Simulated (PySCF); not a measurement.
An unknown shows these calculated signals:

¹H NMR (400 MHz, computed): δ 4.92 (s, 6H), 4.77 (s, 2H).

¹³C{¹H} NMR (computed): δ 113.2 (C).

Theory: shielding tensors at PBE0/pcSseg-1 (GIAO), geometry from GFN2-xTB, in PySCF (rapidly exchanging positions averaged, no relativistic terms, in vacuum, a single conformation).

Referencing at the same level of theory: ¹H (31.72 ppm) and ¹³C (186.93 ppm) vs TMS.

Question: Which of these does the molecule contain: a tert-butyl group, a non-aromatic C=C double bond, an ester, a Si–H bond?

Answer: 
- A tert-butyl group: no.
- A non-aromatic C=C double bond: no.
- An ester: no.
- A Si–H bond: yes (δH 4.92 (s)).

The data belong to `C([SiH2]N([SiH3])[SiH3])(Cl)(Cl)Cl`, CH8Cl3NSi3; they needn't prove each group on their own.

Carbon signals by region: 1 in the sp2 and nitrile region (100–160 ppm).

Carbons that carry Cl, above all several Cl atoms, come out too deshielded, partly because spin–orbit coupling is missing. Shifts are as computed. Against solution values, carbons near 30 ppm lie about +3 ppm off and those near 130 ppm about +5 ppm; carbons on Cl a further +6 ppm. Of 1309 compounds with measured shifts, 239 miss one by over three times the rms of a fit or turn the order of signals round; such compounds aren't used in these exercises. Multiplicities follow the n + 1 count of equivalent neighbours, as no J values were calculated; m marks all less simple cases, F and P coupling included.
